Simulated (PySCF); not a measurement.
**Radial density of Nd (neodymium, neutral)**

UHF, [Xe] 4f4 6s2, one real determinant. Computed with PySCF 2.14 in cc-pVDZ-X2C (8s7p5d3f1g, 84 functions), with scalar relativity by spin-free X2C-1e.

| r (bohr) | 4πr²ρ (e/bohr) | 4πr²(ρα − ρβ) |
| --- | --- | --- |
| 0.0179 | 79.50 | 0.0018 |
| 0.0302 | 69.17 | 0.0041 |
| 0.0508 | 88.61 | 0.0078 |
| 0.0854 | 100.4 | 0.0024 |
| 0.144 | 77.50 | 0.0654 |
| 0.242 | 83.82 | 0.5997 |
| 0.406 | 34.13 | 2.4859 |
| 0.684 | 36.07 | 3.9323 |
| 1.15 | 11.41 | 2.4679 |
| 1.93 | 4.916 | 0.4990 |
| 3.25 | 0.8108 | 0.0257 |
| 5.47 | 0.3671 | -0.0027 |
| 9.21 | 0.03132 | -0.0024 |
| 15.5 | 8.888e-05 | 0.0000 |

Densities and radii are taken from the X2C orbitals without a picture-change correction, which distorts them close to the nucleus.

⟨L²⟩ = 34.02 against 42 for a pure I term, so this real determinant mixes terms. Spin-orbit coupling, absent here, splits the open shell strongly.

**Question.** Where is the radial spin density 4πr²(ρα − ρβ) most negative, and why is it negative at all?

**Answer.** Around r = 5.47 bohr, down to -0.0027 e/bohr: exchange with the open shell polarises the paired shells in an unrestricted calculation.
